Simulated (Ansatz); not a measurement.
A made-up structure of AlBH4O2, closed shell:

```tsv
atom	x (Å)	y (Å)	z (Å)
B1	-0.4022	1.7689	-0.0855
O2	0.0513	0.5171	-0.1472
Al3	0.6463	-1.0545	-0.2496
O4	-0.1102	-2.3102	0.5808
H5	1.1792	0.2666	0.2806
H6	0.0068	2.5084	0.7732
H7	1.9110	-1.3560	-1.1175
H8	-0.8845	-2.2201	1.1329
```

It is relaxed with PBE-D4/def2-SVP and then PBE0-D4/def2-TZVP (Ansatz 0.2.0). Atoms count as bonded within 1.22 times the sum of their covalent radii (H–H: 0.88 Å). The end point is not checked to be a true minimum.

Does its bonding change? (A judgement: the text doesn't fix the answer.)

The calculation gives: No: no bond forms or breaks.

Where it ends: The first stage lowers the energy by 4.20 eV in 16 steps. It ends as AlBH₄O₂ ([BH][O][AlH2][OH]):
```
8
angstrom
B -0.3330 1.8156 -0.0209
O 0.3301 0.8168 0.0456
Al 0.9997 -1.0780 0.0106
O -0.4917 -1.8817 0.3256
H 2.0573 -1.0081 1.2046
H -0.9701 2.7960 -0.0831
H 1.4718 -1.0990 -1.5076
H -0.6664 -2.2414 1.1930
```

Labels in which every atom is bracketed show which atoms are joined, not bond orders.

For scale, one of the runs: PBE0-D4/def2-TZVP relaxation, 154 basis functions, launched by `ansatz run in.yaml --threads 2 --pin off --events-out ev --progress --plain --max-ram 4352MiB`. Hardware: 2 CPU threads of an Arm Neoverse V2, shared host. Wall time about 50 s.
